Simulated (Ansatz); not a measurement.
`CO[Si]O` + H–F → `O[Si]F` + CH₃OH  (ligand exchange at the Si–O bond)

Computed with Ansatz on PBE0-D4/def2-TZVP structures; ΔE is electronic, products minus reactants. CBS: MP2 limit from def2 TZ/QZ plus the TZ coupled-cluster correction, frozen cores. This one scheme is used for every species. One conformer a species, not always the lowest.

```
  species  SCS-MP2/def2-TZVPP energy (Eh)
`CO[Si]O`                      -479.75210
      H–F                      -100.33020
 `O[Si]F`                      -464.57297
    CH₃OH                      -115.52242
```

Problem. Work out ΔE.

Solution. ΔE = (-464.57297) + (-115.52242) − (-479.75210) − (-100.33020) = -0.01309 Eh = -0.36 eV. CCSD(T)/CBS gives -0.35 eV.

Problem. What do rigid-rotor, harmonic-oscillator terms from PBE0-D4/def2-TZVP frequencies (298.15 K, 1 bar) make of the CCSD(T)/CBS value? (Best estimate.)

Solution. Computed: ΔZPE = +0.05 eV, ΔH = -0.33 eV, ΔS = 21 J/(mol·K), ΔG = -0.40 eV.

Largest T1 diagnostic among the species: 0.015.

The D4 term adds +0.07 eV with B3LYP and +0.04 eV with PBE0; it sums over pairs of atoms, weighted by their polarisabilities, and B3LYP, whose exchange is more repulsive, gets the larger term. In def2-TZVPP, CCSD(T) changes the Hartree–Fock value by +0.14 eV (the triples alone add +0.03 eV) and MP2 by +0.17 eV. Leaving LDA and LC-ωPBE aside and taking each functional with its dispersion term where it has one, the values, not all of them listed here, spread over 0.09 eV, from B97M-V to revPBE-D4. LDA lies +0.08 eV from PBE without D4.

B3LYP here is the variant with VWN-RPA as its local correlation; programs differ in this.
